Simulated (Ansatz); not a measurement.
Computed with Ansatz on PBE0-D4/def2-TZVP structures; ΔE is electronic, products minus reactants. CCSD(T)/CBS adds triple-zeta CCSD(T) − MP2 to the extrapolated MP2 energy (def2 sets, frozen cores). Functionals use def2-TZVPP. B3LYP here is the variant with VWN-RPA as its local correlation; programs differ in this. HSE06 is defined as in plane-wave codes. def2 core potentials past Kr. For Ga, Sn outer-core shells are correlated without core-valence functions, which leaves a few kJ/mol of doubt a bond. Scalar relativity is left out up to krypton. One conformer a species, not always the lowest.

`F[CH2][GaH][SnH3]` + CH₃NH₂ → `C[NH][GaH][CH2]F` + `[SnH4]`  (cleavage of the Ga–Sn bond)

(1) Is it downhill or uphill in electronic energy at CCSD(T)/CBS, and by how much? (Estimate.)

(2) What do these levels give: r2SCAN0-D4, HSE06-D4, B3LYP, CAM-B3LYP, RPA@PBE/def2-TZVPP, HF/def2-SVP, MP2/def2-SVP, CCSD/def2-SVP, MP2/def2-TZVPP, SCS-MP2/def2-TZVPP, CCSD(T)/def2-TZVPP, HF/def2-QZVPP? (Estimate.)

Largest T1 diagnostic among the species: 0.014.

## Answers

(1) The calculation gave: Uphill: ΔE = +3.4 kJ/mol.

(2) Ansatz gave: r2SCAN0-D4 5.6, HSE06-D4 10.3, B3LYP 6.6, CAM-B3LYP -2.6, RPA@PBE/def2-TZVPP -7.8, HF/def2-SVP -2.8, MP2/def2-SVP -20.7, CCSD/def2-SVP -14.5, MP2/def2-TZVPP -4.0, SCS-MP2/def2-TZVPP -5.0, CCSD(T)/def2-TZVPP -4.2, HF/def2-QZVPP 5.7 kJ/mol.

At CCSD(T), def2-SVP lies −20.8 kJ/mol from the extrapolated value and def2-TZVPP −7.6 kJ/mol. In def2-TZVPP, CCSD(T) changes the Hartree–Fock value by −10.4 kJ/mol (the triples alone add −2.4 kJ/mol) and MP2 by −10.2 kJ/mol. From r2SCAN to r2SCAN0 (25 % exact exchange), in def2-TZVPP and without D4, ΔE moves by +4.2 kJ/mol.
